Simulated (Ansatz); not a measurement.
`O/C([SiH3])=C\Cl` + `C=CI` → `[SiH3]/C=C/I` + `O/C=C\Cl`  (formal exchange of groups at the Si–C bond)

Program: Ansatz. Geometries: PBE0-D4/def2-TZVP. ΔE: electronic, gas phase. CBS: MP2 limit from def2 TZ/QZ plus the TZ coupled-cluster correction, frozen cores. Double bonds are as drawn, so ΔE can hold a change between cis and trans. Functionals use def2-TZVPP. B3LYP here is the variant with VWN-RPA as its local correlation; programs differ in this. def2 core potentials past Kr. For I outer-core shells are correlated without core-valence functions, which leaves a few kJ/mol of doubt a bond. One conformer a species, not always the lowest.

`O/C([SiH3])=C\Cl`:

Cartesian coordinates in Å:
```
O -0.805 -0.327 -1.471
C -0.045 0.012 -0.409
Si -0.706 -0.523 1.263
C 1.105 0.682 -0.503
Cl 1.720 1.178 -2.041
H -0.371 -0.004 -2.276
H 0.262 -0.061 2.288
H -0.836 -2.001 1.306
H -2.038 0.090 1.499
H 1.714 0.955 0.344
```

`C=CI`:

```xyz
6

C    -0.570    0.436   -0.295
C     0.278   -0.480    0.132
I     2.047   -0.040    1.130
H    -0.405    1.498   -0.156
H    -1.475    0.130   -0.810
H     0.125   -1.544   -0.001
```

`[SiH3]/C=C/I`:

```xyz
9

Si    0.970    0.850   -0.522
C    -0.593    0.176    0.236
C    -0.738   -1.122    0.455
I    -2.436   -1.992    1.294
H     1.897   -0.281   -0.786
H     0.665    1.554   -1.796
H     1.615    1.822    0.400
H    -1.398    0.856    0.503
H     0.017   -1.863    0.216
```

`O/C=C\Cl`:

Cartesian coordinates in Å:
```
O -0.997 -0.185 -1.135
C -0.639 0.161 0.108
C 0.584 0.094 0.622
Cl 1.906 -0.483 -0.328
H -0.209 -0.496 -1.603
H -1.467 0.523 0.704
H 0.822 0.386 1.632
```

```
             level  ΔE (kJ/mol)  difference from CCSD(T)/CBS
            PBE-D4         -6.4                         -0.7
         r2SCAN-D4         -6.9                         -1.2
           PBE0-D4         -7.4                         -1.7
          B3LYP-D4         -5.6                          0.1
           ωB97X-V         -5.5                          0.2
           ωB97M-V         -5.3                          0.4
            B2PLYP         -6.7                         -1.0
               PBE         -7.3                         -1.6
            r2SCAN         -7.2                         -1.5
              PBE0         -8.1                         -2.4
             B3LYP         -7.0                         -1.3
     HF/def2-TZVPP         -8.9                         -3.2
    MP2/def2-TZVPP         -6.7                         -1.0
SCS-MP2/def2-TZVPP         -6.5                         -0.8
   CCSD/def2-TZVPP         -6.1                         -0.4
CCSD(T)/def2-TZVPP         -5.6                          0.1
     HF/def2-QZVPP         -9.1                         -3.4
    MP2/def2-QZVPP         -6.8                         -1.1
SCS-MP2/def2-QZVPP         -6.6                         -0.9
      HF/CBS(def2)         -9.1                         -3.4
     MP2/CBS(def2)         -6.8                         -1.1
    CCSD/CBS(def2)         -6.2                         -0.5
       CCSD(T)/CBS         -5.7                            0
```

Largest T1 diagnostic among the species: 0.013.
